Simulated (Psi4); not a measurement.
F$_{2}$Zn, singlet, at a GFN2-xTB geometry (such geometries of metal compounds can be far from the true shape); M06-2X/cc-pVDZ (Psi4).

Psi4 was given this input:
```
memory 2 GB

molecule {
0 1
Zn    0.11178456    0.21961568    0.22606771
F    -0.39394830    0.70092960   -1.31061117
F     0.02133311   -1.43298187    0.55705213
}

set {
  basis cc-pvdz
  dft_radial_scheme becke
}

energy('m06-2x')
print_variables()
```

Q: What does Psi4 print? Leave out banner, timings and long lists.

A: 
```
   => Loading Basis Set <=

    Name: CC-PVDZ
    Role: ORBITAL
    Keyword: BASIS

         ---------------------------------------------------------
                                   SCF
               by Justin Turney, Rob Parrish, Andy Simmonett
                          and Daniel G. A. Smith
                              RKS Reference
         ---------------------------------------------------------

  ==> Geometry <==

    Molecular point group: cs
    Full point group: Cs

    Geometry (in Angstrom), charge = 0, multiplicity = 1:

       Center              X                  Y                   Z               Mass
    ------------   -----------------  -----------------  -----------------  -----------------
         ZN          -0.249318013511     0.219906199053     0.000000000000    63.929142010000
         F            1.367397840935     0.704716101477     0.000000000000    18.998403162730
         F           -0.528449085354    -1.444694851676     0.000000000000    18.998403162730

  Running in cs symmetry.

  Rotational constants: A =      0.88946  B =      0.21604  C =      0.17382 [cm^-1]
  Rotational constants: A =  26665.32139  B =   6476.86229  C =   5211.11150 [MHz]
  Nuclear repulsion =  184.257975926837076

  Charge       = 0
  Multiplicity = 1
  Electrons    = 48
  Nalpha       = 24
  Nbeta        = 24

  ==> Algorithm <==

  SCF Algorithm Type is DF.
  DIIS enabled.
  MOM disabled.
  Fractional occupation disabled.
  Guess Type is SAD.
  Energy threshold   = 1.00e-06
  Density threshold  = 1.00e-06
  Integral threshold = 1.00e-12

  ==> Primary Basis <==

  Basis Set: CC-PVDZ
    Blend: CC-PVDZ
    Number of shells: 27
    Number of basis functions: 71
    Number of Cartesian functions: 79
    Spherical Harmonics?: true
    Max angular momentum: 3

  ==> DFT Potential <==

   => LibXC <=

    Version 7.1.2
    S. Lehtola, C. Steigemann, M. J. T. Oliveira, and M. A. L. Marques,  SoftwareX 7, 1–5 (2018) (10.1016/j.softx.2017.11.002)

   => Composite Functional: M06-2X <=

    Hybrid M06-2X Meta-GGA XC Functional  (10.1007/s00214-007-0310-x)
    Y. Zhao and D. G. Truhlar,  Theor. Chem. Acc., 120, 215, 2008

    Deriv               =              1
    GGA                 =           TRUE
    Meta                =           TRUE

    Exchange Hybrid     =           TRUE
    MP2 Hybrid          =          FALSE

   => Exchange Functionals <=

    1.0000   XC_HYB_MGGA_X_M06_2X

   => Exact (HF) Exchange <=

    0.5400               HF

[...]
   @DF-RKS iter   5: -1979.04795031631556   -9.69947e-03   8.90531e-04 ADIIS/DIIS
   @DF-RKS iter   6: -1979.04844836501320   -4.98049e-04   3.96563e-04 ADIIS/DIIS
   @DF-RKS iter   7: -1979.04862101555568   -1.72651e-04   9.81173e-05 DIIS
   @DF-RKS iter   8: -1979.04863125304905   -1.02375e-05   1.45664e-05 DIIS
   @DF-RKS iter   9: -1979.04863182259419   -5.69545e-07   4.95573e-06 DIIS
   @DF-RKS iter  10: -1979.04863185013710   -2.75429e-08   6.71990e-07 DIIS
  Energy and wave function converged.

  ==> Post-Iterations <==

   Electrons on quadrature grid:
      Ntotal   =   48.0000638754 ; deviation = 6.388e-05

    Orbital Energies [Eh]
    ---------------------

    Doubly Occupied:

[...]
    Virtual:

[...]
    Final Occupation by Irrep:
             Ap   App
    DOCC [    18,    6 ]
    NA   [    18,    6 ]
    NB   [    18,    6 ]

  @DF-RKS Final Energy: -1979.04863185013710

   => Energetics <=

    Nuclear Repulsion Energy =            184.2579759268370765
    One-Electron Energy =               -3130.6051312470717676
    Two-Electron Energy =                1010.9745435390007060
    DFT Exchange-Correlation Energy =     -43.6760200689029503
    Empirical Dispersion Energy =           0.0000000000000000
    VV10 Nonlocal Energy =                  0.0000000000000000
    Total Energy =                      -1979.0486318501370988

Computation Completed

Properties will be evaluated at   0.000000,   0.000000,   0.000000 [a0]

Properties computed using the SCF density matrix

 Multipole Moments:

 ------------------------------------------------------------------------------------
     Multipole            Electronic (a.u.)      Nuclear  (a.u.)        Total (a.u.)
 ------------------------------------------------------------------------------------

 L = 1.  Multiply by 2.5417464519 to convert [e a0] to [Debye]
 Dipole X            :         -1.4771796            0.1341675           -1.3430120
 Dipole Y            :          1.3029181           -0.1183399            1.1845782
 Dipole Z            :          0.0000000            0.0000000            0.0000000
 Magnitude           :                                                    1.7907838

 ------------------------------------------------------------------------------------

  Variable Map:
  ----------------------------------------------------------------------------
[...]
  Array Variable Map:
  ----------------------------------------------------------------------------
[...]
[...]
```
